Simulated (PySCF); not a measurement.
Calculation: PBE-D3(BJ)/def2-TZVP // PBE-D3(BJ)/def2-SVP (PySCF 2.14.0). Gas-phase values, no solvent. 

Reference species: [Ru(NH3)4]2+ (charge +2, multiplicity 1).

```
Property                                                          Value
------------------------------------------------------------  ---------
HOMO                                                          -13.16 eV
coordination number                                                   4
mean distance from the central atom to its bonded neighbours    2.106 Å
LUMO                                                          -11.78 eV
```

Changed species: [Zn(NH3)4]2+ (M = Zn, multiplicity 1; the reference has M = Ru, multiplicity 1).

**Question.** Predict the effect on the HOMO, coordination number, mean distance from the central atom to its bonded neighbours and LUMO.

**Answer.** the HOMO decreases by 3.64 eV, to -16.80 eV; the coordination number is nearly the same; the mean distance from the central atom to its bonded neighbours drops by 0.030 Å, to 2.076 Å; the LUMO increases by 2.27 eV, to -9.51 eV.
